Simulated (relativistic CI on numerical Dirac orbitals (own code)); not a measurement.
Tm32+: q coefficients and field-shift factors

Method of calculation: Dirac-Coulomb-Breit CI, KLI orbitals optimised for each configuration, derivatives by finite differences, unscaled Slater integrals, QED left out (own radial code, finite nucleus).

Configurations in the expansion (outside the closed core [Ar] 3d10): 4s2 4p6 4d, 4s2 4p5 4d2, 4s2 4p6 4f, 4s 4p6 4d2, 4s2 4p5 4d 4f, 4s 4p6 4d 4f. Double excitations out of closed p, d and f shells are left out; levels of such configurations are missing from the list, as are those of other unlisted configurations, and high levels can miss mixing partners.

With x = (α/α₀)² − 1 an excitation energy changes as ω = ω₀ + qx; K = 2q/ω₀ is the relative enhancement. Terms are leading LS components, so labels can repeat. The field-shift factor is F = δν/δ⟨r²⟩ for the transition from the lowest level.

Lowest level 4s2 4p6 4d 2D_3/2.

| Level | ω₀ (cm⁻¹) | q (cm⁻¹) | F (GHz/fm²) |
| --- | --- | --- | --- |
| 4s2 4p6 4d 2D_5/2 | 103656 | 104600 | 2.18 |
| 4s2 4p5 4d2 4D°_1/2 | 1079996 | 53230 | 6.86 |
| 4s2 4p5 4d2 4D°_3/2 | 1082342 | 43890 | 6.62 |
| 4s2 4p5 4d2 4F°_5/2 | 1106507 | 46210 | 6.53 |
| 4s2 4p5 4d2 4G°_7/2 | 1121245 | 41950 | 5.75 |
| 4s2 4p5 4d2 4D°_5/2 | 1168720 | 139300 | 8.26 |
| 4s2 4p5 4d2 4P°_3/2 | 1170486 | 59130 | 6.45 |
| 4s2 4p5 4d2 4G°_9/2 | 1190376 | 142000 | 7.53 |
| 4s2 4p5 4d2 4D°_7/2 | 1190780 | 147900 | 8.16 |
| 4s2 4p5 4d2 2D°_3/2 | 1208017 | 144800 | 8.57 |
| 4s2 4p5 4d2 4P°_5/2 | 1211205 | 146300 | 8.56 |
| 4s2 4p5 4d2 4G°_11/2 | 1218005 | 152500 | 7.72 |
| 4s2 4p5 4d2 2G°_7/2 | 1229371 | 141300 | 8.61 |

At this charge energies of transitions that change n are usually good to better than 1 %, and those within a shell (Δn = 0) to a few per cent.

Question: Which transition from the lowest level has the largest |K|?

Answer: 4s2 4p6 4d 2D_5/2 at 103656 cm⁻¹, K = 2.02.
